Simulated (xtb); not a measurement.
HClSi (SMILES [SiH]Cl), singlet, geometry from GFN2-xTB; GFN2-xTB with ALPB(water) run with xtb.

Here is a job for xtb.
```
$ xtb mol.xyz --gfn 2 --chrg 0 --uhf 0 --alpb water --json

# file mol.xyz
3

Si     0.79363529    -0.21555453     0.71731260
H      1.84239167    -0.41540957    -0.31289751
Cl    -0.76195798     0.20195136    -0.57232229
```

Question: Write the output that xtb gives for this input, abridged.

Answer: 
```
   ID    Z sym.   atoms
    1   14 Si     1
    2    1 H      2
    3   17 Cl     3

           -------------------------------------------------
          |                Calculation Setup                |
           -------------------------------------------------

           -------------------------------------------------
          |                 G F N 2 - x T B                 |
           -------------------------------------------------

      * Solvation model:               ALPB
        Solvent                        water
        Parameter file                 internal GFN2-xTB/ALPB
        Dielectric constant                8.0200E+01
        Reference state                gsolv [1 M gas/solution]
        Free energy shift                  1.0808E-03 Eh       6.7819E-01 kcal/mol
        Temperature                        2.9815E+02 K
        Density                            1.0000E+00 kg/L
        Solvent mass                       1.8000E+01 g/mol
        Interaction kernel             P16
        Born radius scaling (c1)           1.4744E+00
        Born radii integrator          GBOBC
        Born offset                        0.0000E+00 a0       0.0000E+00 AA
        H-bond correction              true
        Ion screening                  false
        Surface tension                    1.0000E-05 Eh       1.5569E+01 dyn/cm
        Grid points                               230 per atom

          ...................................................
          :                      SETUP                      :
          :.................................................:
          :  # basis functions                  21          :
          :  # atomic orbitals                  19          :
          :  # shells                            7          :
          :  # electrons                        12          :
          :  max. iterations                   250          :
          :  Hamiltonian                  GFN2-xTB          :
          :  restarted?                      false          :
          :  GBSA solvation                   true          :
          :  PC potential                    false          :
          :  electronic temp.          300.0000000     K    :
          :  accuracy                    1.0000000          :
          :  -> integral cutoff          0.2500000E+02      :
          :  -> integral neglect         0.1000000E-07      :
          :  -> SCF convergence          0.1000000E-05 Eh   :
[...]
         :: total energy              -6.775094924999 Eh    ::
[...]
        14                          0.0282320               0.7682
        15                          0.0291670               0.7937
        16                          0.0386663               1.0522
        17                          0.0417347               1.1357
       ...                                ...                  ...
        19                          0.6943554              18.8944
      -------------------------------------------------------------
                  HL-Gap            0.0879074 Eh            2.3921 eV
             Fermi-level           -0.3083037 Eh           -8.3894 eV

     #   Z          covCN         q      C6AA      α(0)
     1  14 Si       1.714     0.436   183.001    28.755
     2   1 H        0.912    -0.054     4.201     3.206
     3  17 Cl       0.802    -0.381   111.416    16.147

 Mol. C6AA /au·bohr⁶  :        666.735693
 Mol. C8AA /au·bohr⁸  :      35165.515718
 Mol. α(0) /au        :         48.108389

Wiberg/Mayer (AO) data.
largest (>0.10) Wiberg bond orders for each atom

 ---------------------------------------------------------------------------
     #   Z sym  total        # sym  WBO       # sym  WBO       # sym  WBO
 ---------------------------------------------------------------------------
     1  14 Si   1.994 --     3 Cl   1.027     2 H    0.967
     2   1 H    0.997 --     1 Si   0.967
     3  17 Cl   1.057 --     1 Si   1.027
 ---------------------------------------------------------------------------

Topologies differ in total number of bonds
Writing topology from bond orders to xtbtopo.mol

molecular dipole:
                 x           y           z       tot (Debye)
 q only:        1.014      -0.280       1.035
   full:        0.601      -0.141       0.033       1.572
molecular quadrupole (traceless):
                xx          xy          yy          xz          yz          zz
 q only:       -0.628       0.138       0.050       0.605      -0.162       0.578
  q+dip:        0.335       0.095       0.418      -1.558       0.415      -0.753
   full:        0.612       0.523       2.624      -0.522       0.379      -3.236

           -------------------------------------------------
          | TOTAL ENERGY               -6.775094924999 Eh   |
          | GRADIENT NORM               0.012044345149 Eh/α |
          | HOMO-LUMO GAP               2.392081055749 eV   |
           -------------------------------------------------

normal termination of xtb
```
